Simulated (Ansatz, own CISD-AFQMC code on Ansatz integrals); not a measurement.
H6B2Si, SMILES `BB[SiH3]` (charge 0, multiplicity 1).

Z-matrix (Å, degrees):
```
B
H 1 1.1968
B 1 1.6079 2 128.44
H 3 1.2009 1 121.80 2 93.03
H 3 1.2009 4 116.10 1 -174.24
Si 1 2.0247 2 114.92 3 179.97
H 6 1.4874 1 114.74 2 179.91
H 6 1.4901 7 108.17 1 121.33
H 6 1.4902 7 108.21 8 117.42
```
Charge 0, multiplicity 1.

Frozen-core energies in cc-pVDZ from Ansatz (a quantum-chemistry and plane-wave program) at a geometry from PBE0-D3(BJ)/def2-TZVP; the HF reference has <S^2> = 0.00 and the T1 diagnostic is 0.014.

| level | energy (Ha) | difference from CCSDT(Q) (mHa) |
|---|---|---|
| HF | -341.72795 | 335.43 |
| MP2 | -341.99394 | 69.44 |
| CCSD | -342.05329 | 10.08 |
| CCSD(T) | -342.06153 | 1.84 |
| CCSDT | -342.06302 | 0.36 |
| phaseless AFQMC, CISD trial (own CISD-AFQMC code on Ansatz integrals; ±0.23 mHa) | -342.06297 | 0.40 |
| CCSDT(Q) | -342.06337 | 0.00 |
